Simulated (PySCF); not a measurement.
Species: CH7B2N.
SMILES: `BNBC`

Jobs on this species (11 atoms, 30 electrons) with PySCF (density fitting). Hardware of each: an Arm Neoverse V1 with one thread, shared host. Other jobs ran on the host; a repeat could differ by tens of per cent or more. Peak memory is the resident size of the whole Python process, interpreter and libraries included.

```csv
level and settings,work,basis functions,SCF cycles,wall time,peak memory
"delta-SCF UKS SCAN, pcX-1 on the ionised atom, pcseg-1 elsewhere, spin-free X2C","ΔSCF core ionisation, 4 holes",101,?,?,?
"delta-SCF UKS SCAN, pcX-2 on the ionised atom, pcseg-1 elsewhere, non-relativistic","ΔSCF core ionisation, 4 holes",122,67,16 s,0.48 GiB
"delta-SCF UKS HF, pcX-2 on the ionised atom, pcseg-1 elsewhere, spin-free X2C","ΔSCF core ionisation, 4 holes",122,61,7.2 s,0.48 GiB
"delta-SCF UKS PBE, pcX-2 on the ionised atom, pcseg-1 elsewhere, spin-free X2C","ΔSCF core ionisation, 4 holes",122,63,9.9 s,0.48 GiB
"delta-SCF UKS SCAN, pcX-2 on the ionised atom, pcseg-1 elsewhere, spin-free X2C","ΔSCF core ionisation, 4 holes",122,67,17 s,0.40 GiB
"PBE0-D3(BJ)/def2-SVP, grid level 1",geometry optimisation from a GFN2-xTB start shaken at random,91,51,18 s,0.37 GiB
"delta-SCF UKS PBE0, pcX-2 on the ionised atom, pcseg-1 elsewhere, spin-free X2C","ΔSCF core ionisation, 4 holes",122,61,15 s,0.48 GiB
"delta-SCF UKS SCAN, def2-TZVP on the ionised atom, pcseg-1 elsewhere, spin-free X2C","ΔSCF core ionisation, 4 holes",108,63,15 s,0.48 GiB
"delta-SCF UKS B3LYP, pcX-2 on the ionised atom, pcseg-1 elsewhere, spin-free X2C","ΔSCF core ionisation, 4 holes",122,61,15 s,0.48 GiB
```

Task: Fill in the missing figures.

Result: 
- delta-SCF UKS SCAN, pcX-1 on the ionised atom, pcseg-1 elsewhere, spin-free X2C; ΔSCF core ionisation, 4 holes: 13 s, 0.48 GiB, 65 SCF cycles

Task: What do all jobs in the table cost together?

Result: About 2.1 min; the longest takes about 14 % of that, and about 2.5 times as long as the shortest.
